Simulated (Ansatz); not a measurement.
Isomers of CH6GeS, relaxed with PBE0-D4/def2-TZVP in Ansatz; electronic energies, one conformer each and not always the lowest. Functionals use def2-TZVPP; CBS adds triple-zeta CCSD(T) − MP2 to the MP2 limit of def2-TZVPP and def2-QZVPP.

Outer-core shells of Ge are correlated without core-valence functions. Scalar relativity is left out up to krypton. Spin–orbit coupling is left out.

Problem. Order them by energy at frozen-core CCSD(T)/CBS, lowest first. (An estimate is asked.)
A. `S[CH2][GeH3]`
B. `C[S][GeH3]`
C. `[CH3][GeH2][SH]`

Solution. C (0.0 kcal/mol), B (11.8 kcal/mol), A (25.6 kcal/mol).

Problem. How do HF/CBS(def2), B3LYP, B2PLYP, PBE-D4 place them (kcal/mol, against `[CH3][GeH2][SH]`)? (Best estimate.)

Solution. The calculation gave: 
| isomer | HF/CBS(def2) | B3LYP | B2PLYP | PBE-D4 |
| --- | --- | --- | --- | --- |
| `S[CH2][GeH3]` | 27.3 | 26.2 | 26.4 | 25.4 |
| `C[S][GeH3]` | 11.3 | 11.0 | 11.5 | 10.4 |

B3LYP here is the variant with VWN-RPA as its local correlation; programs differ in this.
